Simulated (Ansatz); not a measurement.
`F/C=C/C(F)=C(F)F`. Charge 0, multiplicity 1. The structure was optimised at the PBE0-D4/def2-TZVP level. It is one conformer, not always the lowest.

```xyz
10

F     2.206    1.251    1.566
C     0.991    0.761    1.330
C     0.670    0.273    0.138
C    -0.632   -0.263   -0.149
F    -1.533   -0.256    0.842
C    -1.013   -0.766   -1.321
F    -2.202   -1.250   -1.568
F    -0.226   -0.831   -2.369
H     0.336    0.811    2.190
H     1.403    0.269   -0.659
```

**Question.** What is the dipole moment at r2SCAN/def2-TZVPP? (An estimate is asked.)

**Answer.** Ansatz gave: 0.18 D, with components (0.15, 0.02, -0.09) D in this frame, pointing from negative to positive charge.

**Question.** And with PBE, B3LYP, ωB97M-V? (Estimate.)

**Answer.** Ansatz gave: PBE 0.16 D, B3LYP 0.19 D, ωB97M-V 0.20 D.

**Question.** Give the Mulliken charges with r2SCAN, B3LYP, ωB97M-V in def2-TZVPP. (Best estimate.)

**Answer.** The calculation gave: 
```
atom  r2SCAN  B3LYP  ωB97M-V
  F1   -0.19  -0.19    -0.18
  C2    0.12   0.10     0.09
  C3   -0.15  -0.16    -0.13
  C4    0.13   0.14     0.13
  F5   -0.20  -0.20    -0.19
  C6    0.38   0.38     0.35
  F7   -0.15  -0.15    -0.15
  F8   -0.16  -0.16    -0.16
  H9    0.11   0.12     0.12
 H10    0.10   0.13     0.12
```

B3LYP here is the variant with VWN-RPA as its local correlation; programs differ in this.
